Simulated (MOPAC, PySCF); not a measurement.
H3Ga, SMILES `[GaH3]`, neutral singlet in the gas phase. 

Cartesian coordinates (Å):
SMILES: [GaH3]
```xyz
4

Ga     0.0000     0.0000     0.1402
H      1.5767    -0.0216     0.1138
H     -0.7831     1.2044    -0.5105
H     -0.7936    -1.1827     0.8176
```
Charge 0, spin multiplicity 1.

All levels are single points at this geometry (PBE-D3(BJ)/def2-TZVP); Pople sets use spherical d functions. Orbital energies aren't observables, and empty levels follow the basis.

BP86/6-31G* in PySCF gives dipole (D) = 0.00.

Question: Estimate the dipole (D) from each of these levels: PBE-D3(BJ)/def2-TZVP in PySCF; B3LYP/3-21G in PySCF; B3LYP/6-311+G** (LANL2DZ on Ga) in PySCF; B3LYP/6-31G* in PySCF; M06-2X/6-31G* in PySCF; PBE/6-31G* in PySCF; HF/6-31G* in PySCF; HF/STO-3G in PySCF; AM1 in MOPAC; PM3 in MOPAC; PM6 in MOPAC; PM7 in MOPAC.

Answer: 
```tsv
level	dipole (D)
PBE-D3(BJ)/def2-TZVP in PySCF	0.00
B3LYP/3-21G in PySCF	0.00
B3LYP/6-311+G** (LANL2DZ on Ga) in PySCF	0.00
B3LYP/6-31G* in PySCF	0.00
M06-2X/6-31G* in PySCF	0.00
PBE/6-31G* in PySCF	0.00
HF/6-31G* in PySCF	0.00
HF/STO-3G in PySCF	0.00
AM1 in MOPAC	0.00
PM3 in MOPAC	0.00
PM6 in MOPAC	0.00
PM7 in MOPAC	0.00
```
